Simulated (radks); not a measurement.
All-electron atom: Ga in [Ar] 3d10 4s2 4p1 (the NIST ground configuration).

All-electron calculation, Dirac Kohn-Sham, PBE, spin-unpolarised, spherical densities, finite nucleus; open shells are shared between the two j in proportion to 2j + 1; Fermi nuclear charge, rms radius 3.9973 fm. Program: a radial shooting solver on a logarithmic mesh with Libxc functionals.

Energy parts (hartree):
total: -1944.00807
kinetic: 1982.59712
electron-nucleus: -4690.64482
Hartree: 839.57755
exchange-correlation: -75.53792

Orbitals (lengths in bohr, moments of r in powers of bohr):
orbital,occ.,eigenvalue (hartree),<r^4>,small-component weight
1s1/2,2,-375.8329,0.00002599,1.25e-02
2s1/2,2,-46.37121,0.005432,2.41e-03
2p1/2,2,-41.04842,0.003844,2.40e-03
2p3/2,4,-40.03214,0.004088,2.36e-03
3s1/2,2,-5.44176,0.3911,5.45e-04
3p1/2,2,-3.72173,0.4993,4.95e-04
3p3/2,4,-3.58848,0.5326,4.82e-04
3d3/2,4,-0.71396,1.985,3.47e-04
3d5/2,6,-0.69700,2.060,3.43e-04
4s1/2,2,-0.32880,71.20,5.07e-05
4p1/2,0.333333,-0.09765,388.9,2.44e-05
4p3/2,0.666667,-0.09340,422.4,2.35e-05

The highest occupied level is 4p3/2 at -2.542 eV. Summed over all electrons, <r^2> = 40.28 bohr^2, which gives a Langevin (diamagnetic) susceptibility term of -31.9 x 10^-6 cm^3/mol. The electron density at the nucleus is 2.825e+04 e/bohr^3. For comparison, the ionisation energy in NIST's Atomic Spectra Database is 5.999 eV (measured). In exact Kohn-Sham theory the highest level is minus the ionisation energy, but local and semilocal functionals leave it too shallow, through self-interaction and a potential that decays too fast; potentials with the right tail come closer. The density falls to 0.001 e/bohr^3 at r = 4.41 bohr.

Beside tabulated values, note that spin-unpolarised runs miss the spin-polarisation part of the exchange energy of open shells.
